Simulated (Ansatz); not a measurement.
The inner images of a band of ClH3O3Si + H2O (11 atoms, charge 0, multiplicity 1) are given out of order.

Computed with RKS BLYP-D4/def2-SVP (Ansatz 0.2.0).

Initial state:

```xyz
11
Properties=species:S:1:pos:R:3
Si -0.279 -0.285 0.072
Cl -0.535 -0.142 2.140
O 1.373 -0.421 -0.133
H 1.674 -0.178 -1.031
O -0.814 1.019 -0.790
H -1.765 1.026 -1.003
O -1.146 -1.606 -0.454
H -1.128 -2.390 0.126
O 1.818 2.124 1.241
H 2.043 1.217 0.945
H 1.267 1.935 2.026
```

Final state:

```xyz
11
Properties=species:S:1:pos:R:3
Si 0.268 0.305 -0.325
Cl -0.625 -0.076 3.228
O 1.433 -0.004 -1.474
H 1.708 -0.939 -1.508
O -0.883 1.362 -0.880
H -1.515 0.984 -1.518
O -0.324 -1.159 0.189
H -0.655 -1.159 1.115
O 0.965 1.158 0.968
H 1.938 1.221 0.919
H 0.200 0.607 2.424
```

Problem. Put them in order from the first end to the last, with their energies above the first end.
A.
```xyz
11
Properties=species:S:1:pos:R:3
Si -0.001 0.008 0.026
Cl -0.983 0.037 2.011
O 1.572 -0.023 -0.610
H 1.722 -0.889 -1.036
O -0.899 1.050 -0.907
H -1.734 1.330 -0.491
O -0.322 -1.633 -0.233
H -0.963 -1.991 0.407
O 1.121 1.649 1.088
H 2.017 1.324 0.848
H 0.980 1.438 2.035
```
B.
```xyz
11
Properties=species:S:1:pos:R:3
Si -0.156 -0.176 -0.041
Cl -0.742 -0.090 1.996
O 1.475 -0.090 -0.411
H 1.787 -0.942 -0.774
O -0.963 0.981 -0.899
H -1.669 1.453 -0.423
O -0.536 -1.748 -0.460
H -1.133 -2.182 0.176
O 1.332 2.056 1.200
H 1.953 1.455 0.736
H 1.163 1.580 2.038
```
C.
```xyz
11
Properties=species:S:1:pos:R:3
Si -0.269 -0.254 0.040
Cl -0.694 -0.131 2.082
O 1.398 -0.321 -0.086
H 1.722 -0.720 -0.916
O -0.826 1.031 -0.829
H -1.742 1.318 -0.663
O -0.978 -1.642 -0.552
H -0.977 -2.402 0.059
O 1.611 2.211 1.243
H 1.941 1.460 0.705
H 1.323 1.750 2.056
```
D.
```xyz
11
Properties=species:S:1:pos:R:3
Si 0.078 0.103 -0.021
Cl -1.229 0.284 1.952
O 1.533 0.088 -0.904
H 1.659 -0.777 -1.336
O -0.928 1.068 -0.929
H -1.746 1.283 -0.442
O -0.108 -1.569 0.043
H -0.813 -1.826 0.668
O 1.143 1.331 1.102
H 2.089 1.095 0.970
H 0.833 1.220 2.036
```
E.
```xyz
11
Properties=species:S:1:pos:R:3
Si 0.522 0.074 -0.301
Cl -1.328 0.624 2.678
O 1.679 -0.172 -1.459
H 1.344 -0.177 -2.375
O -0.729 0.932 -0.978
H -1.561 0.927 -0.469
O 0.079 -1.377 0.383
H -0.415 -1.260 1.223
O 1.156 1.044 0.952
H 1.946 0.669 1.389
H -0.183 1.014 2.096
```

Solution. C (+0.02 eV), B (+0.08 eV), A (+0.37 eV), D (+0.44 eV), E (-0.26 eV).

The run took 4.4 min on 4 threads of Arm Neoverse V2, on a shared host, peak memory 0.17 GiB.
